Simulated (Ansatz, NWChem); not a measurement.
**C2H4BrCl (1-bromo-1-chloroethane): a line through the functionals**

C2H4BrCl has 8 atoms, charge 0, and is taken as a singlet. As SMILES, `CC(Cl)Br`. The coordinates come from a PBE0-D4/def2-TZVP relaxation.

The HOMO–LUMO gap y, in eV, basis cc-pVDZ; a is the functional's share of exact exchange. Programs: Ansatz 0.2.0, NWChem 7.3.0.

| functional | program | a | y (eV) |
| --- | --- | --- | --- |
| TPSS | NWChem | 0 | 5.57 |
| BLYP | Ansatz | 0 | 5.26 |
| B3LYP | Ansatz | 0.2 | ? |
| PBE0 | Ansatz | 0.25 | 7.69 |
| r2SCAN0 | Ansatz | 0.25 | 7.99 |
| BHLYP | Ansatz | 0.5 | 9.98 |

Problem. Fit y = c + s·a to the known rows and predict B3LYP.

Solution. 
1. Means of the 5 rows: a = 0.2000, y = 7.298.
2. Σ(Δa)² = 0.175, Σ(Δa·Δy) = 1.612, so the slope is 1.612/0.175 = 9.2114.
3. Intercept: 7.298 − (9.2114) × 0.2000 = 5.456. The largest residual of the fit is 0.23.
4. B3LYP: 5.456 + (9.2114) × 0.2 = 7.30 eV.

The run gave 7.15 eV, so the prediction is off by +0.15 eV, within the scatter of the fit. Exact exchange lowers occupied levels and raises empty ones. The rows mix families of semi-local functionals, which the line can't see.
